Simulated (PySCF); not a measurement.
**NMR data sheet: C$_{4}$H$_{4}$O$_{4}$Si**

| Quantity | Value |
| --- | --- |
| Formula | C4H4O4Si |
| SMILES | C=C[SiH]1OC(=O)C(=O)O1 |
| Point group of the computed structure | C1 |
| Degrees of unsaturation | 4 |
| Carbon signals | 3 |
| Proton signals | 4 |

Bonds (- single, = double, # triple, : aromatic): C1=C2 1.328 Å, C2-Si3 1.873 Å, Si3-O4 1.664 Å, O4-C5 1.334 Å, C5=O6 1.190 Å, C5-C7 1.543 Å, C7=O8 1.190 Å, C7-O9 1.335 Å, O9-Si3 1.666 Å. C1 carries H10, H11; C2 carries H12; Si3 carries H13. H11 is cis to Si3; H10 is trans to Si3.

[PySCF 2.14.0 with density-fitted response routines: GFN2-xTB structure; shieldings: GIAO PBE0/pcSseg-1; averaged over atoms made equivalent by symmetry, fast rotation or ring inversion; one computed conformer; non-relativistic; no solvent model]

δ = σ(ref) − σ, references computed at the same level: $^{1}$H (31.72 ppm) and $^{13}$C (186.93 ppm) and $^{29}$Si (349.16 ppm) against TMS; $^{17}$O (336.08 ppm) vs H2O.

| carbon | δC, type | δH (multiplicity) | HMBC from (2–3 bonds) | span of the C tensor (ppm) |
| --- | --- | --- | --- | --- |
| C1 | 151.5, CH2 | H10 6.95 (m); H11 6.72 (m) | H12, H13 | 270 |
| C2 | 134.2, CH | 6.28 (m) | H10, H11, H13 | 228 |
| C5/C7 | 156.8, C | – | H13 | 166 |

Other nuclei:
```
atoms    nucleus                                                   environment  δ (ppm)  σ (ppm)
  H13    $^{1}$H  hydrogen on a silicon bonded to C, 2 O, in a 5-membered ring     5.57    26.15
  Si3  $^{29}$Si             silicon bonded to C, 2 O, H, in a 5-membered ring    -13.5    362.6
O6/O8   $^{17}$O                                               carbonyl oxygen    470.4   -134.3
O4/O9   $^{17}$O                  oxygen bonded to C, Si, in a 5-membered ring    206.5    129.6
```

- Carbon types of the structure: 2 × C, 1 × CH, 1 × CH2, leaving 1 H on heteroatoms.
- δC 156.8: carbonyl carbon.
- δC 151.5: terminal =CH2 carbon; as expected for a trigonal carbon in a double bond.
- δC 134.2: alkene CH; as expected for a trigonal carbon in a double bond.
- δH 6.95, 6.72: hydrogen on a terminal =CH2 carbon; olefinic region.
- δH 6.28: hydrogen on an alkene CH; a vinylic proton, deshielded by the sp2 carbon and the C=C anisotropy.

Shifts are as computed. Against solution values, carbons near 30 ppm lie about +3 ppm off and those near 130 ppm about +5 ppm. Of 1211 compounds with measured shifts, 218 miss one by over three times the rms of a fit or turn the order of signals round; such compounds aren't used in these exercises. Unscaled 17O shifts of doubly bonded oxygen tend to come out too high, by tens of ppm or more. Experimental scales use liquid or dissolved standards, which lie at an offset from isolated H2O (liquid H2O: subtract about 36 ppm). No couplings were computed; multiplicities are counted from neighbouring protons, with m where these are inequivalent, close in shift, in a saturated or five-membered ring or joined by F or P, and br s for small geminal =CH2 splittings.
